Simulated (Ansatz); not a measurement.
Calculated with Ansatz (gas phase, PBE0-D4/def2-TZVP geometries, no zero-point term in ΔE). CCSD(T)/CBS is the MP2 limit (def2-TZVPP, def2-QZVPP) plus CCSD(T) − MP2 in def2-TZVPP, frozen cores. DFT in def2-TZVPP. B3LYP here is the variant with VWN-RPA as its local correlation; programs differ in this. def2 core potentials past Kr. For Ge, I outer-core shells are correlated without core-valence functions, which leaves a few kJ/mol of doubt a bond. Scalar relativity is left out up to krypton. One conformer a species, not always the lowest.

Consider the formal exchange of groups at the Si–I bond: `Cl[Si](Cl)(Cl)I` + `FC[CH](F)[GeH3]` → `Cl[Si](Cl)(Cl)[GeH3]` + `FCC(F)I`.

```tsv
level	ΔE (kcal/mol)	difference from CCSD(T)/CBS
PBE-D4	14.4	-3.0
r2SCAN-D4	16.0	-1.4
PBE0-D4	16.1	-1.3
B3LYP-D4	15.8	-1.6
ωB97X-V	17.2	-0.2
ωB97M-V	17.8	0.4
B2PLYP	16.5	-0.9
PBE	14.1	-3.3
r2SCAN	16.0	-1.4
PBE0	15.9	-1.5
B3LYP	15.3	-2.1
HF/def2-TZVPP	18.4	1.0
MP2/def2-TZVPP	18.6	1.2
SCS-MP2/def2-TZVPP	17.8	0.4
CCSD/def2-TZVPP	16.9	-0.5
CCSD(T)/def2-TZVPP	16.4	-1.0
HF/def2-QZVPP	18.5	1.1
MP2/def2-QZVPP	19.2	1.8
SCS-MP2/def2-QZVPP	18.4	1.0
HF/CBS(def2)	18.5	1.1
MP2/CBS(def2)	19.6	2.2
CCSD/CBS(def2)	17.9	0.5
CCSD(T)/CBS	17.4	0
```

Largest T1 diagnostic among the species: 0.012.

From PBE to PBE0 (25 % exact exchange), in def2-TZVPP and without D4, ΔE moves by +1.8 kcal/mol.
